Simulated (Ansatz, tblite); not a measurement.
Cost and result up the ladder for MgBr2⁻ (the lowest doublet isomer of a short search) (3 atoms). Charge -1, multiplicity 2. Geometry: r2SCAN-D4/def2-TZVPD.

```xyz
3

Mg    0.652   -0.351    0.428
Br    0.015   -1.163   -1.831
Br   -0.667    1.513    1.403
```

Ansatz on 4 threads of Arm Neoverse V1 on a shared host; xTB runs through tblite on one thread. Times are rough, summed over both states, and most runs start from the orbitals of an earlier one. B2PLYP/def2-TZVPD serves as the yardstick here, not as an exact answer. Differences are given only for rows in sets of like size (and for xTB, whose basis is part of the method), since another set adds its own error. The other state is a quartet at its own geometry.

The xTB rows come from tblite. LC-ωPBE has ω = 0.4 bohr⁻¹. HSE06 is defined as in plane-wave codes, on full-range PBE exchange. Correlated methods freeze 19 core orbitals; core or outer-core shells of Mg, Br are correlated, in sets that lack core-valence functions. The rows differ in basis, and correlated rows in double-zeta sets carry the largest basis error. In the quartet, Br2 and Br3 lie 2.90 Å apart (atoms count from 1), so these atoms are partly bonded to each other. The structure comes from a short search, and lower isomers may exist.

Correlated methods converge slowly with the basis, most of all in double-zeta sets.

xTB has no spin-polarisation term.

| level | functions | wall time |
| --- | --- | --- |
| GFN1-xTB | 22 | 0.004 s |
| GFN2-xTB | 27 | 0.006 s |
| revPBE-D4/def2-TZVPD | 149 | 4.4 s |
| PBE-D4/def2-TZVPD (with forces) | 149 | 4.9 s |
| MP2/def2-TZVPD | 149 | 5.5 s |
| RPA@PBE/def2-TZVPD | 149 | 7.1 s |
| HSE06-D4/def2-TZVPD | 149 | 7.7 s |
| PBE0-D4/def2-TZVPD | 149 | 7.8 s |
| BHLYP-D4/def2-TZVPD | 149 | 9.5 s |
| LC-ωPBE/def2-TZVPD | 149 | 10 s |
| B2PLYP/def2-TZVPD | 149 | 11 s |
| r2SCAN-D4/def2-TZVPD | 149 | 14 s |
| CCSD(T)/def2-SVPD | 103 | 23 s |

Task: Estimate what each level gives for the quartet − doublet (eV).

Result: 
```json
{"level": "GFN1-xTB", "quartet − doublet (eV)": "7.32", "difference from B2PLYP/def2-TZVPD (eV)": "2.68", "remarks": "–"}
{"level": "GFN2-xTB", "quartet − doublet (eV)": "9.36", "difference from B2PLYP/def2-TZVPD (eV)": "4.71", "remarks": "–"}
{"level": "revPBE-D4/def2-TZVPD", "quartet − doublet (eV)": "4.15", "difference from B2PLYP/def2-TZVPD (eV)": "-0.50", "remarks": "HOMO above zero (doublet), HOMO above zero (quartet)"}
{"level": "PBE-D4/def2-TZVPD (with forces)", "quartet − doublet (eV)": "4.19", "difference from B2PLYP/def2-TZVPD (eV)": "-0.45", "remarks": "HOMO above zero (doublet), HOMO above zero (quartet)"}
{"level": "MP2/def2-TZVPD", "quartet − doublet (eV)": "4.73", "difference from B2PLYP/def2-TZVPD (eV)": "0.09", "remarks": "–"}
{"level": "RPA@PBE/def2-TZVPD", "quartet − doublet (eV)": "4.39", "difference from B2PLYP/def2-TZVPD (eV)": "-0.26", "remarks": "–"}
{"level": "HSE06-D4/def2-TZVPD", "quartet − doublet (eV)": "4.37", "difference from B2PLYP/def2-TZVPD (eV)": "-0.27", "remarks": "HOMO above zero (doublet), HOMO above zero (quartet)"}
{"level": "PBE0-D4/def2-TZVPD", "quartet − doublet (eV)": "4.38", "difference from B2PLYP/def2-TZVPD (eV)": "-0.26", "remarks": "HOMO above zero (quartet)"}
{"level": "BHLYP-D4/def2-TZVPD", "quartet − doublet (eV)": "4.67", "difference from B2PLYP/def2-TZVPD (eV)": "0.03", "remarks": "HOMO above zero (quartet)"}
{"level": "LC-ωPBE/def2-TZVPD", "quartet − doublet (eV)": "4.64", "difference from B2PLYP/def2-TZVPD (eV)": "0.00", "remarks": "–"}
{"level": "B2PLYP/def2-TZVPD", "quartet − doublet (eV)": "4.65", "difference from B2PLYP/def2-TZVPD (eV)": "0.00", "remarks": "–"}
{"level": "r2SCAN-D4/def2-TZVPD", "quartet − doublet (eV)": "4.36", "difference from B2PLYP/def2-TZVPD (eV)": "-0.29", "remarks": "HOMO above zero (doublet), HOMO above zero (quartet)"}
{"level": "CCSD(T)/def2-SVPD", "quartet − doublet (eV)": "4.53", "difference from B2PLYP/def2-TZVPD (eV)": "–", "remarks": "–"}
```
